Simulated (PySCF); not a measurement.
# Mo(CH)Cl3: computed shieldings and shifts

Mo(CH)Cl3, CHCl3Mo, point group C3v.

Bonds: Mo1-C2 1.698 Å, Mo1-Cl4 2.255 Å, Mo1-Cl5 2.254 Å, Mo1-Cl6 2.254 Å. C2 carries H3.

GIAO calculations in PySCF 2.14 on the PBE0-D3(BJ)/def2-SVP structure: isolated species, scalar relativity only through the core potential, equivalent atoms averaged; basis pcSseg-1 (def2-TZVP on Mo).

Task: Give the isotropic shieldings (ppm) with B3LYP, PBE0.

Result: 
| atoms | environment | B3LYP | PBE0 |
| --- | --- | --- | --- |
| Cl4/Cl5/Cl6 | chlorine bonded to Mo | 365 | 394 |
| C2 | carbon bonded to Mo, H | -180.7 | -177.0 |
| H3 | hydrogen on a carbon bonded to Mo | 24.18 | 24.04 |
| HOMO–LUMO gap (eV) | – | 4.22 | 4.66 |

Task: And the chemical shifts, against references computed in the same way?

Result: 
```csv
atoms,"nucleus, reference",B3LYP,PBE0
Cl4/Cl5/Cl6,"35Cl, HCl",566,550
C2,"13C, TMS",360.0,361.5
H3,"1H, TMS",7.20,7.23
```

Task: Which part of the shielding of Cl4/Cl5/Cl6 depends on the functional?

Result: Diamagnetic: B3LYP 1148, PBE0 1148 ppm; paramagnetic: B3LYP -783, PBE0 -754 ppm. The diamagnetic part, set mainly by inner electrons, hardly moves; the paramagnetic part goes with low-lying magnetically allowed excitations and carries the spread.

Mo is described by an effective core potential, so it has no shielding of its own here; spin–orbit effects on the atoms bonded to it, which can be large, are absent, and the values of these neighbours are rough.
